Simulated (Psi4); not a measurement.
mesitylene (C9H12), singlet, geometry from GFN2-xTB; CAM-B3LYP/6-31G* (Psi4).

The Psi4 input:
```
memory 2 GB

molecule mol {
0 1
  C    -2.439771   -1.555189   -0.098722
  C    -1.177081   -0.748580   -0.034602
  C    -1.220282    0.637063   -0.092220
  C    -0.057334    1.393426   -0.055782
  C    -0.121339    2.891327   -0.092035
  C     1.163357    0.740886    0.041100
  C     1.234089   -0.643767    0.100287
  C     2.561394   -1.337193    0.181112
  C     0.056652   -1.376848    0.060699
  H    -2.335947   -2.483557    0.458506
  H    -3.280285   -0.993932    0.303091
  H    -2.667527   -1.808292   -1.134967
  H    -2.176590    1.136532   -0.165310
  H    -0.214666    3.284481    0.921099
  H    -0.982495    3.229456   -0.664086
  H     0.781409    3.308154   -0.532772
  H     2.075194    1.321311    0.072557
  H     3.297086   -0.711069    0.680820
  H     2.475296   -2.278927    0.718532
  H     2.929432   -1.554536   -0.822404
  H     0.100980   -2.456366    0.105905
}

set basis 6-31g*
set reference rks

energy('cam-b3lyp')
print_variables()
```

What the program printed (banner, timings and long lists left out):

```
   => Loading Basis Set <=

    Name: 6-31G*
    Role: ORBITAL
    Keyword: BASIS

         ---------------------------------------------------------
                                   SCF
               by Justin Turney, Rob Parrish, Andy Simmonett
                          and Daniel G. A. Smith
                              RKS Reference
         ---------------------------------------------------------

  ==> Geometry <==

    Molecular point group: c1
    Full point group: C1

    Geometry (in Angstrom), charge = 0, multiplicity = 1:

       Center              X                  Y                   Z               Mass
    ------------   -----------------  -----------------  -----------------  -----------------
         C           -2.439755360287    -1.555244808165    -0.099209560950    12.000000000000
         C           -1.177065360287    -0.748635808165    -0.035089560950    12.000000000000
         C           -1.220266360287     0.637007191835    -0.092707560950    12.000000000000
         C           -0.057318360287     1.393370191835    -0.056269560950    12.000000000000
         C           -0.121323360287     2.891271191835    -0.092522560950    12.000000000000
         C            1.163372639713     0.740830191835     0.040612439050    12.000000000000
         C            1.234104639713    -0.643822808165     0.099799439050    12.000000000000
         C            2.561409639713    -1.337248808165     0.180624439050    12.000000000000
         C            0.056667639713    -1.376903808165     0.060211439050    12.000000000000
         H           -2.335931360287    -2.483612808165     0.458018439050     1.007825032230
         H           -3.280269360287    -0.993987808165     0.302603439050     1.007825032230
         H           -2.667511360287    -1.808347808165    -1.135454560950     1.007825032230
         H           -2.176574360287     1.136476191835    -0.165797560950     1.007825032230
         H           -0.214650360287     3.284425191835     0.920611439050     1.007825032230
         H           -0.982479360287     3.229400191835    -0.664573560950     1.007825032230
         H            0.781424639713     3.308098191835    -0.533259560950     1.007825032230
         H            2.075209639713     1.321255191835     0.072069439050     1.007825032230
         H            3.297101639713    -0.711124808165     0.680332439050     1.007825032230
         H            2.475311639713    -2.278982808165     0.718044439050     1.007825032230
         H            2.929447639713    -1.554591808165    -0.822891560950     1.007825032230
         H            0.100995639713    -2.456421808165     0.105417439050     1.007825032230

  Running in c1 symmetry.

  Rotational constants: A =      0.05914  B =      0.05911  C =      0.03006 [cm^-1]
  Rotational constants: A =   1772.86427  B =   1772.00868  C =    901.03956 [MHz]
  Nuclear repulsion =  422.006060643006208

  Charge       = 0
  Multiplicity = 1
  Electrons    = 66
  Nalpha       = 33
  Nbeta        = 33

  ==> Algorithm <==

  SCF Algorithm Type is DF.
  DIIS enabled.
  MOM disabled.
  Fractional occupation disabled.
  Guess Type is SAD.
  Energy threshold   = 1.00e-06
  Density threshold  = 1.00e-06
  Integral threshold = 1.00e-12

  ==> Primary Basis <==

  Basis Set: 6-31G*
    Blend: 6-31G*
    Number of shells: 78
    Number of basis functions: 159
    Number of Cartesian functions: 159
    Spherical Harmonics?: false
    Max angular momentum: 2

  ==> DFT Potential <==

   => LibXC <=

    Version 7.1.2
    S. Lehtola, C. Steigemann, M. J. T. Oliveira, and M. A. L. Marques,  SoftwareX 7, 1–5 (2018) (10.1016/j.softx.2017.11.002)

   => Composite Functional: CAM-B3LYP <=

    CAM-B3LYP Hyb-GGA Exchange-Correlation Functional

    T. Yanai, D. P. Tew, and N. C. Handy,  Chem. Phys. Lett. 393, 51 (2004) (10.1016/j.cplett.2004.06.011)

    Deriv               =              1
    GGA                 =           TRUE
    Meta                =          FALSE

    Exchange Hybrid     =           TRUE
    MP2 Hybrid          =          FALSE

   => Exchange Functionals <=

    0.3500         Becke 88 [omega = 0.3300]
    0.4600   Short-range recipe for B88 functional - erf [omega = 0.3300]

   => Exact (HF) Exchange <=

    0.4600            HF,LR [omega = 0.3300]
    0.1900               HF

   => Correlation Functionals <=

    0.1900   Vosko, Wilk & Nusair (VWN5)
    0.8100   Lee, Yang & Parr

   => LibXC Density Thresholds  <==

    XC_HYB_GGA_XC_CAM_B3LYP:  1.00E-14

   => Molecular Quadrature <=

    Radial Scheme          =       TREUTLER
    Pruning Scheme         =           NONE
    Nuclear Scheme         =       TREUTLER

    Blocking Scheme        =         OCTREE
    BS radius alpha        =              1
    Pruning alpha          =              1
    Radial Points          =             75
    Spherical Points       =            302
    Total Points           =         439231
    Total Blocks           =           3220
    Max Points             =            256
    Max Functions          =            156
    Weights Tolerance      =       1.00E-15

   => Loading Basis Set <=

    Name: (6-31G* AUX)
    Role: JKFIT
    Keyword: DF_BASIS_SCF

  ==> Integral Setup <==

  SCF_SUBTYPE=INCORE selected. In-core MEM_DF algorithm will be used.
  Using in-core AOs.

  ==> MemDFJK: Density-Fitted J/K Matrices <==

    J tasked:                   Yes
    K tasked:                   Yes
    wK tasked:                  Yes
    Omega:                3.300E-01
    Algorithm:                 Core
    Schwarz Cutoff:           1E-12
    Mask sparsity (%):       5.3479
    Fitting Condition:        1E-10

   => Auxiliary Basis Set <=

  Basis Set: (6-31G* AUX)
    Blend: CC-PVDZ-JKFIT
    Number of shells: 324
    Number of basis functions: 1029
    Number of Cartesian functions: 1029
    Spherical Harmonics?: false
    Max angular momentum: 3

  Minimum eigenvalue in the overlap matrix is 3.6264258730E-04.
  Reciprocal condition number of the overlap matrix is 4.6005685925E-05.
    Using symmetric orthogonalization.

  ==> Pre-Iterations <==

  SCF Guess: Superposition of Atomic Densities via on-the-fly atomic UHF (no occupation information).

   -------------------------
    Irrep   Nso     Nmo
   -------------------------
     A        159     159
   -------------------------
    Total     159     159
   -------------------------

  ==> Iterations <==

                           Total Energy        Delta E     RMS |[F,P]|

   @DF-RKS iter SAD:  -349.20645066113411   -3.49206e+02   0.00000e+00
   @DF-RKS iter   1:  -349.60213372398402   -3.95683e-01   5.21022e-03 DIIS/ADIIS
   @DF-RKS iter   2:  -349.77341795580674   -1.71284e-01   3.96159e-03 DIIS/ADIIS
   @DF-RKS iter   3:  -349.98176001588001   -2.08342e-01   1.46694e-04 DIIS/ADIIS
   @DF-RKS iter   4:  -349.98204344921726   -2.83433e-04   9.28553e-05 DIIS
   @DF-RKS iter   5:  -349.98214510167304   -1.01652e-04   1.90611e-05 DIIS
   @DF-RKS iter   6:  -349.98214931730786   -4.21563e-06   2.50797e-06 DIIS
   @DF-RKS iter   7:  -349.98214940668356   -8.93757e-08   1.44896e-06 DIIS
   @DF-RKS iter   8:  -349.98214943188566   -2.52021e-08   2.60965e-07 DIIS
  Energy and wave function converged.

  ==> Post-Iterations <==

   Electrons on quadrature grid:
      Ntotal   =   65.9999230074 ; deviation = -7.699e-05

    Orbital Energies [Eh]
    ---------------------

    Doubly Occupied:

[...]
    Virtual:

[...]
    Final Occupation by Irrep:
              A
    DOCC [    33 ]
    NA   [    33 ]
    NB   [    33 ]

  @DF-RKS Final Energy:  -349.98214943188566

   => Energetics <=

    Nuclear Repulsion Energy =            422.0060606430062080
    One-Electron Energy =               -1306.9741212351459581
    Two-Electron Energy =                 573.3469949365793354
    DFT Exchange-Correlation Energy =     -38.3610837763251666
    Empirical Dispersion Energy =           0.0000000000000000
    VV10 Nonlocal Energy =                  0.0000000000000000
    Total Energy =                       -349.9821494318856026

Computation Completed

Properties will be evaluated at   0.000000,   0.000000,   0.000000 [a0]

Properties computed using the SCF density matrix

 Multipole Moments:

 ------------------------------------------------------------------------------------
     Multipole            Electronic (a.u.)      Nuclear  (a.u.)        Total (a.u.)
 ------------------------------------------------------------------------------------

 L = 1.  Multiply by 2.5417464519 to convert [e a0] to [Debye]
 Dipole X            :         -0.0015748            0.0019449            0.0003702
 Dipole Y            :          0.0043988           -0.0069511           -0.0025522
 Dipole Z            :          0.0428610           -0.0608228           -0.0179618
 Magnitude           :                                                    0.0181460

 ------------------------------------------------------------------------------------

  Variable Map:
  ----------------------------------------------------------------------------
[...]
  Array Variable Map:
  ----------------------------------------------------------------------------
[...]
[...]
```
